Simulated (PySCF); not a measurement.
**Relaxation of quintet RhH₃**

All numbers come from UPBE0 in PySCF with Rh x2c-TZVPall, H x2c-TZVPall; spin-free X2C, no spin–orbit coupling; density-fitted integrals. A (50,194) grid was used.

A hand-made T-shaped start, of C2v symmetry, held to at least that symmetry:

```xyz
4
charge 0 multiplicity 5, angstrom
Rh    0.0000    0.0000   -0.0160
H     0.0000    0.0000    1.5540
H     1.5690    0.0000    0.0388
H    -1.5690    0.0000    0.0388
```

Optimiser trace:
```
step  E − E(last) (kJ/mol)  largest gradient (Eh/bohr)
   0                 70.11                     0.05942
   1                 42.54                     0.05211
   2                 24.00                     0.02614
   3                 11.03                     0.01543
   4                  7.64                     0.00897
   5                  3.53                     0.00835
   6                  1.18                     0.00422
   7                  0.62                     0.00429
   8                  0.36                     0.00350
   9                  0.04                     0.00206
  10                  0.00                     0.00054
  11                  0.00                     0.00002
```

It ends at C2v with Rh–H 1.623 Å (×2), Rh–H 1.768 Å; H–Rh–H 70.5° (×2), H–Rh–H 141.0°. A frequency run shows 1 imaginary mode, down to 446i cm⁻¹, so it is a saddle point.

Final geometry:
Z-matrix (Å, degrees; charge 0 multiplicity 5):
```
Rh
H  1 1.7679
H  1 1.6232 2 70.52
H  1 1.6232 2 70.52 3 180.00
```

Other spin states or occupations of the open shell can lie lower. At this level a singlet minimum of C3v symmetry lies 407 kJ/mol below this structure.

The relaxation took about 80 core-seconds on a shared host.
